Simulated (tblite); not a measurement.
Parent: `[CH:1]#[C:2][C@@H:3]1[SiH2:4][C@H:5]1[SiH2:6][Cl:7]` with Si4–C5–Si6–Cl7 -89°, C4H7ClSi2.

Structures optimised with GFN2-xTB, isolated species. One conformer each, not checked by frequencies here.

| coordinate of the parent | value |
| --- | --- |
| C1≡C2 | 1.200 Å |
| C2–C3 | 1.419 Å |
| C3–Si4 | 1.899 Å |
| Si4–C5 | 1.894 Å |
| C5–Si6 | 1.878 Å |
| Si6–Cl7 | 2.025 Å |
| C3–C5 | 1.552 Å |
| C1–C2–C3 | 178.1° |
| C2–C3–Si4 | 121.3° |
| C2–C3–C5 | 117.0° |
| Si4–C3–C5 | 65.7° |
| C3–Si4–C5 | 48.3° |
| Si4–C5–Si6 | 125.3° |
| C3–C5–Si4 | 66.0° |
| C3–C5–Si6 | 117.4° |
| C5–Si6–Cl7 | 108.2° |

Problem. How does the shared frame change in `[CH:1]#[C:2][C:3]#[C:4][C@@H:5]1[SiH2:6][C@H:7]1[SiH2:8][Cl:9]` with Si6–C7–Si8–Cl9 -86°, C6H7ClSi2? Atoms pair as C1 = C3, C2 = C4, C3 = C5, Si4 = Si6, C5 = C7, Si6 = Si8, Cl7 = Cl9 (parent first).

Solution. 
```json
{"parent": "C1≡C2", "relative": "C3≡C4", "value in the relative": "1.211 Å", "change": "+0.011"}
{"parent": "C2–C3", "relative": "C4–C5", "value in the relative": "1.411 Å", "change": "-0.008"}
{"parent": "C3–Si4", "relative": "C5–Si6", "value in the relative": "1.906 Å", "change": "+0.007"}
{"parent": "Si4–C5", "relative": "Si6–C7", "value in the relative": "1.892 Å", "change": "-0.002"}
{"parent": "C5–Si6", "relative": "C7–Si8", "value in the relative": "1.879 Å", "change": "+0.001"}
{"parent": "Si6–Cl7", "relative": "Si8–Cl9", "value in the relative": "2.024 Å", "change": "-0.001"}
{"parent": "C3–C5", "relative": "C5–C7", "value in the relative": "1.554 Å", "change": "+0.002"}
{"parent": "C1–C2–C3", "relative": "C3–C4–C5", "value in the relative": "176.9°", "change": "-1.2"}
{"parent": "C2–C3–Si4", "relative": "C4–C5–Si6", "value in the relative": "121.2°", "change": "-0.1"}
{"parent": "C2–C3–C5", "relative": "C4–C5–C7", "value in the relative": "117.0°", "change": "0.0"}
{"parent": "Si4–C3–C5", "relative": "Si6–C5–C7", "value in the relative": "65.4°", "change": "-0.3"}
{"parent": "C3–Si4–C5", "relative": "C5–Si6–C7", "value in the relative": "48.3°", "change": "0.0"}
{"parent": "Si4–C5–Si6", "relative": "Si6–C7–Si8", "value in the relative": "126.1°", "change": "+0.8"}
{"parent": "C3–C5–Si4", "relative": "C5–C7–Si6", "value in the relative": "66.3°", "change": "+0.3"}
{"parent": "C3–C5–Si6", "relative": "C5–C7–Si8", "value in the relative": "117.3°", "change": "-0.1"}
{"parent": "C5–Si6–Cl7", "relative": "C7–Si8–Cl9", "value in the relative": "108.2°", "change": "0.0"}
```

Of the parent's bonds, C1–C2 changes most (+0.011 Å). Bonds of the relative outside the shared frame: C1≡C2 1.205, C2–C3 1.356 Å. Point group C1 → C1.

Problem. How does the shared frame change in `[N:1]#[C:2][CH2:3][C:4]#[C:5][C@@H:6]1[SiH2:7][C@H:8]1[SiH2:9][Cl:10]` with Si7–C8–Si9–Cl10 -89°, C6H8ClNSi2? Atoms pair as C1 = C4, C2 = C5, C3 = C6, Si4 = Si7, C5 = C8, Si6 = Si9, Cl7 = Cl10 (parent first).

Solution. 
```
    parent     relative  value in the relative  change
     C1≡C2        C4≡C5                1.202 Å  +0.002
     C2–C3        C5–C6                1.417 Å  -0.002
    C3–Si4       C6–Si7                1.902 Å  +0.003
    Si4–C5       Si7–C8                1.894 Å   0.000
    C5–Si6       C8–Si9                1.879 Å  +0.001
   Si6–Cl7     Si9–Cl10                2.023 Å  -0.002
     C3–C5        C6–C8                1.551 Å  -0.001
  C1–C2–C3     C4–C5–C6                 177.8°    -0.3
 C2–C3–Si4    C5–C6–Si7                 121.0°    -0.3
  C2–C3–C5     C5–C6–C8                 117.1°    +0.1
 Si4–C3–C5    Si7–C6–C8                  65.6°    -0.1
 C3–Si4–C5    C6–Si7–C8                  48.2°    -0.1
Si4–C5–Si6   Si7–C8–Si9                 126.2°    +0.9
 C3–C5–Si4    C6–C8–Si7                  66.2°    +0.2
 C3–C5–Si6    C6–C8–Si9                 117.4°     0.0
C5–Si6–Cl7  C8–Si9–Cl10                 108.1°    -0.1
```

No shared bond changes by more than 0.004 Å. Bonds of the relative outside the shared frame: N1≡C2 1.143, C2–C3 1.445, C3–C4 1.456 Å. Point group C1 → C1.

Problem. How does the shared frame change in `[CH3:1][C:2](=[S:3])[C:4]#[C:5][C@@H:6]1[SiH2:7][C@H:8]1[SiH2:9][Cl:10]` with Si7–C8–Si9–Cl10 -85°, C6H9ClSSi2? Atoms pair as C1 = C4, C2 = C5, C3 = C6, Si4 = Si7, C5 = C8, Si6 = Si9, Cl7 = Cl10 (parent first).

Solution. 
| parent | relative | value in the relative | change |
| --- | --- | --- | --- |
| C1≡C2 | C4≡C5 | 1.216 Å | +0.016 |
| C2–C3 | C5–C6 | 1.399 Å | -0.020 |
| C3–Si4 | C6–Si7 | 1.925 Å | +0.026 |
| Si4–C5 | Si7–C8 | 1.887 Å | -0.007 |
| C5–Si6 | C8–Si9 | 1.885 Å | +0.007 |
| Si6–Cl7 | Si9–Cl10 | 2.020 Å | -0.005 |
| C3–C5 | C6–C8 | 1.548 Å | -0.004 |
| C1–C2–C3 | C4–C5–C6 | 176.1° | -2.0 |
| C2–C3–Si4 | C5–C6–Si7 | 119.8° | -1.5 |
| C2–C3–C5 | C5–C6–C8 | 118.5° | +1.5 |
| Si4–C3–C5 | Si7–C6–C8 | 64.8° | -0.9 |
| C3–Si4–C5 | C6–Si7–C8 | 47.9° | -0.4 |
| Si4–C5–Si6 | Si7–C8–Si9 | 126.1° | +0.8 |
| C3–C5–Si4 | C6–C8–Si7 | 67.3° | +1.3 |
| C3–C5–Si6 | C6–C8–Si9 | 117.2° | -0.2 |
| C5–Si6–Cl7 | C8–Si9–Cl10 | 107.6° | -0.6 |

Of the parent's bonds, C3–Si4 changes most (+0.026 Å). Bonds of the relative outside the shared frame: C1–C2 1.496, C2=S3 1.647, C2–C4 1.386 Å. Point group C1 → C1.

Problem. How does the shared frame change in `[F:1][CH2:2][C:3]#[C:4][C@@H:5]1[SiH2:6][C@@H:7]1[SiH2:8][Cl:9]` with Si6–C7–Si8–Cl9 98°, C5H8ClFSi2? Atoms pair as C1 = C3, C2 = C4, C3 = C5, Si4 = Si6, C5 = C7, Si6 = Si8, Cl7 = Cl9 (parent first).

Solution. 
```csv
parent,relative,value in the relative,change
C1≡C2,C3≡C4,1.203 Å,+0.003
C2–C3,C4–C5,1.416 Å,-0.003
C3–Si4,C5–Si6,1.904 Å,+0.005
Si4–C5,Si6–C7,1.893 Å,-0.001
C5–Si6,C7–Si8,1.881 Å,+0.003
Si6–Cl7,Si8–Cl9,2.026 Å,+0.001
C3–C5,C5–C7,1.550 Å,-0.002
C1–C2–C3,C3–C4–C5,178.5°,+0.4
C2–C3–Si4,C4–C5–Si6,120.5°,-0.8
C2–C3–C5,C4–C5–C7,118.4°,+1.4
Si4–C3–C5,Si6–C5–C7,65.5°,-0.2
C3–Si4–C5,C5–Si6–C7,48.2°,-0.1
Si4–C5–Si6,Si6–C7–Si8,124.0°,-1.3
C3–C5–Si4,C5–C7–Si6,66.3°,+0.3
C3–C5–Si6,C5–C7–Si8,118.4°,+1.0
C5–Si6–Cl7,C7–Si8–Cl9,106.6°,-1.6
```

Of the parent's bonds, C3–Si4 changes most (+0.005 Å). Bonds of the relative outside the shared frame: F1–C2 1.384, C2–C3 1.446 Å. Point group C1 → C1.

The numbers are calculated, not measured.
